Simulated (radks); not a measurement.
The numbers below are computed, except where a source is named.
Valence configurations of Au II (all share [Xe]). Level of theory: scalar-relativistic Kohn-Sham, PBEsol, spin-unpolarised, spherical densities, finite nucleus; Fermi nuclear charge, rms radius 5.4371 fm (a radial shooting solver on a logarithmic mesh with Libxc functionals). Energies are relative to 4f14 5d10; eigenvalues in eV.

| valence | E (eV) | e(4f) | e(5d) | e(6p) | e(6s) |
|---|---|---|---|---|---|
| 4f14 5d10 | 0.000 | -89.662 | -15.357 | - | - |
| 4f13 5d10 6p1 | 90.586 | -106.52 | -20.675 | -8.311 | - |
| 4f12 5d10 6p2 | 196.84 | -124.23 | -26.322 | -9.873 | - |
| 4f12 5d10 6s2 | 180.71 | -120.63 | -22.968 | - | -15.906 |
| 4f14 5d9 6s1 | 2.725 | -93.051 | -17.712 | - | -14.388 |
| 4f13.5 5d10 6s0.5 | 39.929 | -97.041 | -17.090 | - | -13.853 |
| 4f14 5d8 6s2 | 6.690 | -96.672 | -20.186 | - | -15.565 |
| 4f14 5d9.5 6s0.5 | 1.215 | -91.325 | -16.518 | - | -13.801 |
| 4f14 5d9 6p1 | 9.910 | -94.852 | -19.386 | -8.273 | - |
| 4f13 5d10 6s1 | 83.283 | -104.67 | -18.942 | - | -14.518 |

NIST lists [Xe] 4f14 5d10 as the ground configuration; this level of theory agrees among the configurations tried. The energies are those of spherical spin-averaged densities, not of single terms.
